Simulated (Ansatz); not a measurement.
Reaction: C2H3Si (SMILES C#C[SiH2], doublet) → C2H3Si (SMILES [C]#C[SiH3], doublet)
Each species at its own B3LYP-D3(BJ)/def2-TZVP minimum (Ansatz, an electronic-structure program).

Wanted: isomerisation energy (electronic), in kcal/mol. Radicals and triplets start from unrestricted determinants; spin-orbit coupling is neglected. CBS(X,Y): correlation extrapolated as X^-3, Hartree-Fock from the larger set. A bracket is a step between two methods taken in the basis named. Functionals run without relativity, which enters their misses. Double hybrids freeze cores in their MP2 part. 'core' is core correlation in cc-pwCVTZ (1s frozen past Ne), 'X2C' scalar relativity in cc-pVTZ-DK, both at CCSD(T). The UHF reference of C2H3Si (C#C[SiH2], doublet) is spin-contaminated (<S^2> up to 0.10 over the pure value in the sets run). The UHF reference of C2H3Si ([C]#C[SiH3], doublet) is spin-contaminated (<S^2> up to 0.41 over the pure value in the sets run).

CCSD(T)/CBS(cc-pV(T+d)Z,cc-pV(Q+d)Z) + [CCSDT(Q) - CCSD(T)]/cc-pV(D+d)Z + core + X2C (Ansatz) gives 41.9 kcal/mol.

**Question.** What does PBE/def2-TZVPD (Ansatz) give here, and how do the other levels compare?

**Answer.** PBE gives 46.9 kcal/mol, 5.0 kcal/mol above it. Differences of the others: r2SCAN/def2-TZVPD (Ansatz) 2.2; B2PLYP/def2-TZVPD (Ansatz) 2.8; CCSD(T)/CBS(cc-pV(T+d)Z,cc-pV(Q+d)Z) + core + X2C (Ansatz) 0.7 kcal/mol.
